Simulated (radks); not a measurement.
Problem. The mean radii <r> (bohr) of the occupied orbitals of an atom or ion are listed with their occupations. Calculated with a radial shooting solver on a logarithmic mesh with Libxc functionals: Dirac Kohn-Sham, LDA (Slater exchange, Perdew-Wang correlation), spin-unpolarised, spherical densities, finite nucleus; Fermi nuclear charge, rms radius of each element as measured or else 0.836 A^(1/3) + 0.57 fm.

| orbital | occ. | <r> |
|---|---|---|
| 1s1/2 | 2 | 0.01775 |
| 2s1/2 | 2 | 0.07426 |
| 2p1/2 | 2 | 0.06129 |
| 2p3/2 | 4 | 0.06945 |
| 3s1/2 | 2 | 0.1913 |
| 3p1/2 | 2 | 0.1812 |
| 3p3/2 | 4 | 0.1955 |
| 3d3/2 | 4 | 0.1702 |
| 3d5/2 | 6 | 0.1746 |
| 4s1/2 | 2 | 0.3881 |
| 4p1/2 | 2 | 0.3846 |
| 4p3/2 | 4 | 0.4059 |
| 7p1/2 | 1 | 1.470 |

Name the element and its charge. Open shells, if any, fill j = l - 1/2 first.

Solution. Z = 76, osmium, charge +39: Os39+ in [Kr] 7p1. The 1s radius gives Z: for a bare nucleus <r> = (2 gamma + 1)/(2Z) with gamma = sqrt(1 - (Z/c)^2), 0.01753 bohr for Z = 76, and screening makes it slightly larger (0.01775 here). The occupations add up to 37, and the charge is Z minus that.
